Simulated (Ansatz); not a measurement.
System: CH₂O₃Si, charge 0, singlet. CH2O3Si (SMILES O=C1O[SiH2]O1).
B3LYP-D3(BJ)/def2-TZVP minimum from Ansatz (a program for electronic structure):
```
Si
O 1 1.6907
C 2 1.3860 1 88.58
O 3 1.1775 2 128.49 1 -180.00
O 3 1.3860 4 128.49 2 180.00
H 1 1.4690 2 114.85 3 112.80
H 1 1.4690 6 113.54 2 -135.00
```

Atomisation energy term by term, kcal/mol (programs: Ansatz). Open shells are spin-unrestricted; no spin-orbit coupling. Correlated methods leave the cores frozen. Rows without X2C or -DK are non-relativistic. CBS(X,Y): correlation extrapolated as X^-3, Hartree-Fock from the larger set. A bracket is a step between two methods taken in the basis named. '+ core + X2C': CCSD(T) terms for core correlation (cc-pwCVTZ, 1s frozen past Ne) and scalar relativity (cc-pVTZ-DK). Where a partner has so few electrons that a lower coupled-cluster level is exact, that level stands in.

```json
[
 {"term": "Hartree-Fock", "basis": "cc-pV(Q+d)Z", "kcal/mol": "484.06"},
 {"term": "CCSD correlation", "basis": "CBS(cc-pV(T+d)Z,cc-pV(Q+d)Z)", "kcal/mol": "224.27"},
 {"term": "(T)", "basis": "CBS(cc-pV(T+d)Z,cc-pV(Q+d)Z)", "kcal/mol": "19.70"},
 {"term": "CCSDT(Q) - CCSD(T)", "basis": "cc-pV(D+d)Z", "kcal/mol": "1.16"},
 {"term": "core correlation", "basis": "cc-pwCVTZ", "kcal/mol": "1.86"},
 {"term": "scalar relativity", "basis": "X2C, cc-pVTZ-DK", "kcal/mol": "-1.54"},
 {"term": "sum: De", "basis": "", "kcal/mol": "729.5"}
]
```
